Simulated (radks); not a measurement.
Results of a calculation; reference values are marked as such.
W I, configuration [Xe] 4f14 5d4 6s2 (the NIST ground configuration). Code: a radial shooting solver on a logarithmic mesh with Libxc functionals. Model: scalar-relativistic Kohn-Sham, LDA (Slater exchange, VWN5 correlation), spin-polarised, spherical densities, finite nucleus; open shells are filled with parallel spins first (spin-orbit coupling, left out, can overturn this in heavy ions); Fermi nuclear charge, rms radius 5.3658 fm; hard spherical wall at 20 bohr.

Normalised radial functions P(r) = r R(r), r in bohr:

r	6s up	5d down
0.0009375	0.0195	0.0000
0.001291	0.0248	0.0000
0.001764	0.0310	0.0000
0.002429	0.0383	0.0000
0.003345	0.0461	0.0001
0.004607	0.0537	0.0003
0.006293	0.0590	0.0006
0.008667	0.0598	0.0015
0.01194	0.0519	0.0034
0.01644	0.0310	0.0078
0.02263	-0.0048	0.0169
0.03092	-0.0493	0.0345
0.04258	-0.0873	0.0666
0.05864	-0.0871	0.1163
0.08076	-0.0234	0.1754
0.1103	0.0795	0.2111
0.1519	0.1346	0.1687
0.2092	0.0411	0.0065
0.2882	-0.1413	-0.2161
0.3968	-0.1754	-0.3188
0.5421	0.0418	-0.1617
0.7466	0.2874	0.2053
1.028	0.2339	0.5616
1.416	-0.1331	0.7199
1.934	-0.5106	0.6637
2.664	-0.6482	0.4919
3.668	-0.5073	0.3043
5.052	-0.2609	0.1521
6.957	-0.0838	0.0566
9.504	-0.0159	0.0147
13.09	-0.0014	0.0022

6s up: eigenvalue -6.406 eV, 5 radial nodes at r = 0.0218, 0.0871, 0.225, 0.518, 1.28 bohr, <r> = 3.09 bohr, 90 % of the charge inside 4.58 bohr. 5d down (empty): eigenvalue -3.357 eV, 2 radial nodes at r = 0.211, 0.632 bohr, <r> = 2.16 bohr, 90 % of the charge inside 3.58 bohr.
